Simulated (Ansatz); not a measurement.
A short molecular-dynamics run on CH3FOSSi, SMILES `OC1(F)[SiH2]S1`.

```yaml
crystal:
  periodic: [false, false, false]
  atoms:
    - {symbol: O, position_ang: [0.197694, 0.581231, 1.554106]}
    - {symbol: C, position_ang: [0.480812, 0.277240, 0.266241]}
    - {symbol: F, position_ang: [1.829338, 0.284244, 0.051466]}
    - {symbol: Si, position_ang: [-0.614708, -0.829534, -0.739151]}
    - {symbol: S, position_ang: [-0.419849, 1.239291, -1.069482]}
    - {symbol: H, position_ang: [0.478080, 1.486794, 1.740568]}
    - {symbol: H, position_ang: [0.011119, -1.753174, -1.709365]}
    - {symbol: H, position_ang: [-1.870386, -1.343289, -0.150284]}
basis:
  gaussian: {orbitals: "6-31G*"}
hamiltonian: {xc: {name: r2SCAN}}
md: {timestep: 1 fs, n_steps: 30, ensemble: nvt_langevin, temperature: 1000, initial_velocities: maxwell_boltzmann, friction: 0.01, seed: 193}
```

```sh
$ ansatz run in.yaml --threads 2 --pin off --events-out ev --progress --plain --max-ram 4352MiB
```

| step | time (fs) | potential energy (eV) | kinetic (eV) | T (K) | conserved (eV) |
| --- | --- | --- | --- | --- | --- |
| 0 | 0.0 | -24556.7842 | 0.9048 | 875 | – |
| 1 | 1.0 | -24556.7557 | 0.8777 | 849 | – |
| 2 | 2.0 | -24556.7005 | 0.8489 | 821 | – |
| 3 | 3.0 | -24556.6312 | 0.8038 | 777 | – |
| 4 | 4.0 | -24556.5576 | 0.7289 | 705 | – |
| 5 | 5.0 | -24556.4951 | 0.6474 | 626 | – |
| 6 | 6.0 | -24556.4576 | 0.6115 | 591 | – |
| 7 | 7.0 | -24556.4473 | 0.5753 | 556 | – |
| 8 | 8.0 | -24556.4494 | 0.5898 | 570 | – |
| 9 | 9.0 | -24556.4460 | 0.5760 | 557 | – |
| 10 | 10.0 | -24556.4278 | 0.5644 | 546 | – |
| 11 | 11.0 | -24556.4047 | 0.5594 | 541 | – |
| 12 | 12.0 | -24556.3983 | 0.5338 | 516 | – |
| 13 | 13.0 | -24556.4247 | 0.5491 | 531 | – |
| 14 | 14.0 | -24556.4713 | 0.6148 | 595 | – |
| 15 | 15.0 | -24556.5120 | 0.7073 | 684 | – |
| 16 | 16.0 | -24556.5325 | 0.7265 | 703 | – |
| 17 | 17.0 | -24556.5164 | 0.7194 | 696 | – |
| 18 | 18.0 | -24556.4725 | 0.6729 | 651 | – |
| 19 | 19.0 | -24556.4212 | 0.6345 | 614 | – |
| 20 | 20.0 | -24556.3756 | 0.5809 | 562 | – |
| 21 | 21.0 | -24556.3393 | 0.5713 | 553 | – |
| 22 | 22.0 | -24556.3178 | 0.5516 | 533 | – |
| 23 | 23.0 | -24556.3221 | 0.5339 | 516 | – |
| 24 | 24.0 | -24556.3352 | 0.5386 | 521 | – |
| 25 | 25.0 | -24556.3411 | 0.5235 | 506 | – |
| 26 | 26.0 | -24556.3460 | 0.4917 | 476 | – |
| 27 | 27.0 | -24556.3349 | 0.4903 | 474 | – |
| 28 | 28.0 | -24556.3077 | 0.4835 | 468 | – |
| 29 | 29.0 | -24556.2984 | 0.5395 | 522 | – |
| 30 | 30.0 | -24556.3243 | 0.5168 | 500 | – |

Velocities are drawn at the set temperature; a run this short doesn't reach equilibrium.

Frames (Å, forces in eV/Å):

```xyz
8
time=0.0 fs
O     0.198    0.581    1.554   -0.325   -0.408    0.360
C     0.481    0.277    0.266   -0.021   -0.145    0.080
F     1.829    0.284    0.051    0.454   -0.018   -0.118
Si   -0.615   -0.830   -0.739   -0.022   -0.228    0.076
S    -0.420    1.239   -1.069   -0.198    0.472   -0.375
H     0.478    1.487    1.741    0.161    0.399    0.014
H     0.011   -1.753   -1.709    0.033   -0.044   -0.055
H    -1.870   -1.343   -0.150   -0.083   -0.028    0.018
8
time=1.0 fs
O     0.212    0.588    1.554   -0.502   -0.603    0.496
C     0.476    0.277    0.268    0.112   -0.088    0.009
F     1.825    0.286    0.041    0.451   -0.079   -0.138
Si   -0.620   -0.831   -0.738   -0.426   -0.274    0.489
S    -0.419    1.235   -1.067   -0.284    0.558   -0.419
H     0.483    1.493    1.736    0.232    0.585    0.014
H     0.076   -1.716   -1.687   -0.073   -0.210   -0.122
H    -1.908   -1.345   -0.122    0.490    0.110   -0.328
8
time=2.0 fs
O     0.227    0.596    1.554   -0.533   -0.363    0.668
C     0.471    0.275    0.269    0.245    0.012    0.020
F     1.821    0.288    0.031    0.444   -0.143   -0.161
Si   -0.626   -0.833   -0.736   -0.584   -0.398    0.679
S    -0.418    1.230   -1.064   -0.371    0.654   -0.473
H     0.489    1.510    1.731    0.168    0.312   -0.084
H     0.143   -1.686   -1.667   -0.252   -0.258   -0.077
H    -1.939   -1.347   -0.102    0.883    0.185   -0.572
8
time=3.0 fs
O     0.241    0.604    1.555   -0.527   -0.101    0.724
C     0.466    0.273    0.268    0.405    0.164    0.140
F     1.817    0.289    0.020    0.401   -0.208   -0.174
Si   -0.631   -0.835   -0.734   -0.522   -0.562    0.685
S    -0.417    1.225   -1.062   -0.452    0.737   -0.521
H     0.494    1.529    1.723    0.095   -0.002   -0.171
H     0.209   -1.664   -1.647   -0.508   -0.221    0.047
H    -1.962   -1.344   -0.084    1.109    0.195   -0.731
8
time=4.0 fs
O     0.254    0.613    1.556   -0.512    0.148    0.715
C     0.461    0.271    0.266    0.599    0.361    0.319
F     1.815    0.289    0.008    0.323   -0.274   -0.175
Si   -0.637   -0.837   -0.731   -0.311   -0.695    0.583
S    -0.416    1.221   -1.060   -0.528    0.795   -0.559
H     0.499    1.550    1.715    0.024   -0.336   -0.266
H     0.268   -1.646   -1.629   -0.791   -0.154    0.198
H    -1.975   -1.334   -0.068    1.196    0.156   -0.815
8
time=5.0 fs
O     0.268    0.622    1.557   -0.494    0.413    0.709
C     0.457    0.268    0.265    0.758    0.520    0.440
F     1.812    0.290   -0.004    0.253   -0.337   -0.172
Si   -0.644   -0.840   -0.727    0.021   -0.749    0.421
S    -0.416    1.216   -1.059   -0.596    0.833   -0.584
H     0.505    1.570    1.706   -0.044   -0.672   -0.338
H     0.315   -1.633   -1.616   -1.046   -0.091    0.333
H    -1.980   -1.325   -0.066    1.149    0.082   -0.809
8
time=6.0 fs
O     0.282    0.631    1.558   -0.528    0.402    0.633
C     0.453    0.267    0.265    0.880    0.600    0.492
F     1.811    0.290   -0.016    0.173   -0.391   -0.151
Si   -0.651   -0.843   -0.723    0.407   -0.716    0.270
S    -0.415    1.212   -1.058   -0.659    0.860   -0.600
H     0.512    1.583    1.690   -0.038   -0.679   -0.310
H     0.350   -1.623   -1.599   -1.223   -0.067    0.399
H    -1.978   -1.318   -0.071    0.988   -0.009   -0.733
8
time=7.0 fs
O     0.295    0.639    1.559   -0.592    0.146    0.497
C     0.451    0.266    0.265    0.976    0.642    0.531
F     1.810    0.291   -0.028    0.086   -0.437   -0.110
Si   -0.658   -0.846   -0.719    0.857   -0.572    0.120
S    -0.415    1.208   -1.057   -0.720    0.875   -0.608
H     0.524    1.587    1.675    0.020   -0.424   -0.238
H     0.372   -1.615   -1.576   -1.299   -0.097    0.381
H    -1.965   -1.314   -0.084    0.673   -0.133   -0.574
8
time=8.0 fs
O     0.306    0.646    1.561   -0.652   -0.138    0.369
C     0.449    0.266    0.266    1.016    0.645    0.526
F     1.809    0.293   -0.040    0.023   -0.478   -0.061
Si   -0.665   -0.850   -0.714    1.390   -0.301   -0.032
S    -0.414    1.205   -1.057   -0.776    0.875   -0.607
H     0.543    1.588    1.660    0.086   -0.122   -0.158
H     0.382   -1.609   -1.547   -1.267   -0.177    0.287
H    -1.944   -1.315   -0.106    0.180   -0.304   -0.323
8
time=9.0 fs
O     0.317    0.654    1.563   -0.681   -0.339    0.264
C     0.449    0.266    0.268    1.000    0.598    0.450
F     1.809    0.295   -0.052   -0.022   -0.511   -0.002
Si   -0.671   -0.854   -0.709    1.875    0.085   -0.120
S    -0.415    1.201   -1.056   -0.819    0.852   -0.599
H     0.566    1.588    1.641    0.140    0.132   -0.060
H     0.378   -1.606   -1.514   -1.111   -0.319    0.108
H    -1.924   -1.317   -0.129   -0.381   -0.497   -0.042
8
time=10.0 fs
O     0.327    0.660    1.564   -0.685   -0.472    0.177
C     0.449    0.266    0.270    0.954    0.500    0.346
F     1.808    0.296   -0.063   -0.058   -0.536    0.062
Si   -0.676   -0.860   -0.704    2.269    0.568   -0.130
S    -0.415    1.196   -1.055   -0.857    0.821   -0.601
H     0.597    1.586    1.621    0.186    0.344    0.047
H     0.363   -1.606   -1.478   -0.827   -0.524   -0.146
H    -1.906   -1.322   -0.152   -0.981   -0.700    0.246
8
time=11.0 fs
O     0.335    0.666    1.565   -0.618   -0.387    0.087
C     0.450    0.268    0.272    0.819    0.307    0.241
F     1.807    0.297   -0.072   -0.029   -0.541    0.114
Si   -0.680   -0.865   -0.699    2.422    1.062    0.006
S    -0.415    1.192   -1.055   -0.894    0.809   -0.618
H     0.634    1.584    1.599    0.180    0.377    0.164
H     0.336   -1.614   -1.442   -0.420   -0.782   -0.465
H    -1.892   -1.334   -0.172   -1.460   -0.845    0.472
8
time=12.0 fs
O     0.342    0.671    1.567   -0.491   -0.176    0.009
C     0.454    0.272    0.275    0.593    0.027    0.077
F     1.805    0.299   -0.080    0.056   -0.527    0.165
Si   -0.682   -0.870   -0.694    2.169    1.445    0.329
S    -0.415    1.186   -1.055   -0.924    0.799   -0.629
H     0.672    1.581    1.578    0.138    0.322    0.302
H     0.300   -1.629   -1.412    0.042   -1.053   -0.793
H    -1.891   -1.358   -0.189   -1.585   -0.838    0.540
8
time=13.0 fs
O     0.346    0.676    1.568   -0.319    0.073   -0.049
C     0.458    0.275    0.279    0.384   -0.230   -0.098
F     1.804    0.300   -0.088    0.127   -0.512    0.229
Si   -0.684   -0.873   -0.690    1.686    1.508    0.662
S    -0.415    1.181   -1.056   -0.951    0.795   -0.645
H     0.710    1.578    1.561    0.065    0.204    0.420
H     0.265   -1.656   -1.395    0.342   -1.179   -0.977
H    -1.903   -1.392   -0.205   -1.333   -0.660    0.458
8
time=14.0 fs
O     0.351    0.682    1.569   -0.054    0.481   -0.082
C     0.461    0.277    0.283    0.220   -0.457   -0.277
F     1.803    0.300   -0.096    0.168   -0.493    0.305
Si   -0.686   -0.876   -0.685    1.288    1.240    0.834
S    -0.415    1.174   -1.057   -0.974    0.800   -0.671
H     0.751    1.577    1.548   -0.102   -0.104    0.512
H     0.236   -1.698   -1.386    0.381   -1.071   -0.950
H    -1.923   -1.428   -0.221   -0.927   -0.396    0.329
8
time=15.0 fs
O     0.355    0.687    1.570    0.257    0.900   -0.117
C     0.465    0.280    0.288    0.051   -0.678   -0.472
F     1.801    0.300   -0.104    0.220   -0.473    0.392
Si   -0.688   -0.879   -0.678    1.057    0.757    0.829
S    -0.414    1.169   -1.058   -1.004    0.780   -0.689
H     0.791    1.576    1.538   -0.308   -0.433    0.600
H     0.208   -1.752   -1.384    0.227   -0.752   -0.754
H    -1.944   -1.466   -0.234   -0.500   -0.101    0.211
8
time=16.0 fs
O     0.359    0.693    1.571    0.510    1.122   -0.167
C     0.468    0.281    0.291   -0.095   -0.813   -0.594
F     1.798    0.300   -0.114    0.301   -0.464    0.477
Si   -0.689   -0.883   -0.672    0.901    0.074    0.672
S    -0.414    1.164   -1.060   -1.048    0.744   -0.706
H     0.831    1.570    1.534   -0.469   -0.625    0.646
H     0.183   -1.814   -1.394   -0.053   -0.255   -0.428
H    -1.967   -1.506   -0.243   -0.047    0.219    0.100
8
time=17.0 fs
O     0.364    0.699    1.572    0.644    1.118   -0.195
C     0.470    0.281    0.294   -0.183   -0.852   -0.655
F     1.795    0.300   -0.124    0.387   -0.469    0.549
Si   -0.689   -0.886   -0.666    0.781   -0.614    0.447
S    -0.414    1.159   -1.062   -1.096    0.690   -0.719
H     0.867    1.561    1.536   -0.542   -0.648    0.635
H     0.159   -1.881   -1.407   -0.322    0.279   -0.083
H    -1.989   -1.539   -0.247    0.331    0.495    0.020
8
time=18.0 fs
O     0.370    0.708    1.571    0.642    0.944   -0.169
C     0.470    0.280    0.296   -0.182   -0.808   -0.690
F     1.790    0.300   -0.133    0.456   -0.489    0.607
Si   -0.690   -0.890   -0.659    0.702   -1.151    0.215
S    -0.413    1.155   -1.064   -1.151    0.614   -0.730
H     0.900    1.550    1.541   -0.525   -0.540    0.577
H     0.131   -1.948   -1.416   -0.484    0.744    0.192
H    -2.004   -1.563   -0.250    0.542    0.686   -0.001
8
time=19.0 fs
O     0.376    0.718    1.569    0.439    0.526   -0.081
C     0.468    0.279    0.297   -0.067   -0.643   -0.674
F     1.786    0.300   -0.140    0.492   -0.531    0.650
Si   -0.689   -0.893   -0.651    0.690   -1.548   -0.036
S    -0.412    1.152   -1.067   -1.208    0.533   -0.746
H     0.930    1.535    1.554   -0.359   -0.248    0.453
H     0.103   -2.010   -1.420   -0.558    1.126    0.393
H    -2.008   -1.579   -0.257    0.571    0.786    0.041
8
time=20.0 fs
O     0.383    0.729    1.567    0.097   -0.035   -0.033
C     0.465    0.275    0.298    0.100   -0.380   -0.562
F     1.782    0.301   -0.146    0.520   -0.584    0.676
Si   -0.687   -0.895   -0.644    0.707   -1.785   -0.271
S    -0.411    1.149   -1.071   -1.253    0.455   -0.756
H     0.959    1.517    1.570   -0.086    0.140    0.310
H     0.076   -2.062   -1.418   -0.552    1.390    0.513
H    -2.003   -1.584   -0.266    0.467    0.798    0.124
8
time=21.0 fs
O     0.390    0.741    1.565   -0.280   -0.554   -0.013
C     0.463    0.272    0.298    0.277   -0.081   -0.399
F     1.779    0.301   -0.150    0.570   -0.638    0.677
Si   -0.685   -0.899   -0.636    0.746   -1.868   -0.471
S    -0.409    1.145   -1.075   -1.287    0.380   -0.759
H     0.985    1.502    1.588    0.192    0.466    0.167
H     0.046   -2.103   -1.414   -0.490    1.552    0.574
H    -1.993   -1.577   -0.270    0.272    0.743    0.224
8
time=22.0 fs
O     0.397    0.752    1.562   -0.566   -0.887    0.044
C     0.462    0.269    0.298    0.438    0.207   -0.285
F     1.776    0.300   -0.154    0.624   -0.690    0.675
Si   -0.682   -0.903   -0.629    0.880   -1.760   -0.650
S    -0.408    1.141   -1.079   -1.311    0.295   -0.745
H     1.014    1.488    1.612    0.366    0.611    0.019
H     0.014   -2.131   -1.409   -0.391    1.613    0.591
H    -1.979   -1.561   -0.271   -0.040    0.612    0.352
8
time=23.0 fs
O     0.403    0.762    1.560   -0.462   -0.741    0.140
C     0.462    0.267    0.298    0.585    0.448   -0.221
F     1.774    0.298   -0.158    0.661   -0.737    0.683
Si   -0.681   -0.908   -0.622    1.069   -1.433   -0.762
S    -0.407    1.138   -1.084   -1.323    0.212   -0.721
H     1.051    1.476    1.636    0.158    0.306   -0.148
H    -0.024   -2.140   -1.399   -0.223    1.524    0.521
H    -1.963   -1.537   -0.270   -0.466    0.420    0.507
8
time=24.0 fs
O     0.407    0.770    1.558    0.070   -0.195    0.248
C     0.460    0.266    0.297    0.707    0.632   -0.143
F     1.772    0.296   -0.162    0.691   -0.771    0.688
Si   -0.680   -0.914   -0.617    1.190   -0.901   -0.736
S    -0.406    1.135   -1.089   -1.324    0.148   -0.694
H     1.098    1.469    1.656   -0.463   -0.366   -0.348
H    -0.066   -2.130   -1.383    0.034    1.225    0.323
H    -1.950   -1.509   -0.266   -0.904    0.229    0.662
8
time=25.0 fs
O     0.412    0.778    1.557    0.435    0.102    0.290
C     0.459    0.266    0.295    0.784    0.768   -0.050
F     1.770    0.293   -0.165    0.733   -0.795    0.680
Si   -0.678   -0.919   -0.613    1.093   -0.165   -0.503
S    -0.405    1.132   -1.094   -1.311    0.094   -0.660
H     1.139    1.456    1.671   -0.902   -0.758   -0.499
H    -0.105   -2.101   -1.362    0.372    0.666   -0.026
H    -1.945   -1.479   -0.257   -1.202    0.089    0.769
8
time=26.0 fs
O     0.416    0.786    1.556    0.340   -0.045    0.218
C     0.459    0.267    0.292    0.803    0.862    0.052
F     1.769    0.289   -0.166    0.792   -0.804    0.659
Si   -0.676   -0.925   -0.609    0.651    0.690   -0.025
S    -0.405    1.130   -1.099   -1.281    0.037   -0.617
H     1.165    1.436    1.682   -0.862   -0.680   -0.550
H    -0.137   -2.066   -1.339    0.759   -0.113   -0.512
H    -1.954   -1.447   -0.239   -1.201    0.052    0.774
8
time=27.0 fs
O     0.421    0.793    1.556    0.008   -0.384    0.042
C     0.459    0.268    0.289    0.777    0.932    0.181
F     1.768    0.284   -0.167    0.850   -0.800    0.632
Si   -0.674   -0.932   -0.605   -0.124    1.547    0.650
S    -0.406    1.127   -1.104   -1.235   -0.015   -0.566
H     1.182    1.410    1.692   -0.567   -0.404   -0.535
H    -0.158   -2.032   -1.319    1.133   -0.989   -1.054
H    -1.976   -1.416   -0.212   -0.843    0.114    0.651
8
time=28.0 fs
O     0.425    0.800    1.557   -0.329   -0.695   -0.166
C     0.460    0.268    0.285    0.754    1.007    0.315
F     1.767    0.280   -0.168    0.899   -0.796    0.603
Si   -0.673   -0.938   -0.603   -1.015    2.208    1.328
S    -0.407    1.124   -1.108   -1.188   -0.060   -0.510
H     1.200    1.384    1.700   -0.265   -0.157   -0.501
H    -0.169   -2.004   -1.311    1.385   -1.707   -1.490
H    -2.010   -1.384   -0.174   -0.241    0.200    0.421
8
time=29.0 fs
O     0.430    0.806    1.558   -0.536   -0.877   -0.384
C     0.459    0.268    0.281    0.758    1.083    0.466
F     1.766    0.275   -0.168    0.927   -0.789    0.569
Si   -0.673   -0.944   -0.600   -1.706    2.420    1.734
S    -0.410    1.121   -1.114   -1.141   -0.102   -0.443
H     1.219    1.361    1.703   -0.098   -0.037   -0.475
H    -0.165   -1.991   -1.317    1.393   -1.949   -1.609
H    -2.047   -1.354   -0.131    0.404    0.251    0.142
8
time=30.0 fs
O     0.436    0.811    1.559   -0.694   -1.002   -0.589
C     0.459    0.269    0.276    0.771    1.149    0.621
F     1.765    0.270   -0.169    0.934   -0.776    0.527
Si   -0.673   -0.950   -0.597   -1.997    2.158    1.735
S    -0.413    1.118   -1.120   -1.085   -0.151   -0.369
H     1.234    1.347    1.705    0.012    0.028   -0.463
H    -0.150   -1.995   -1.335    1.123   -1.639   -1.342
H    -2.083   -1.320   -0.089    0.935    0.234   -0.118
```

It took 100 s on 2 threads of an Arm Neoverse V1 on a shared host, with 0.15 GiB of host memory at the peak.
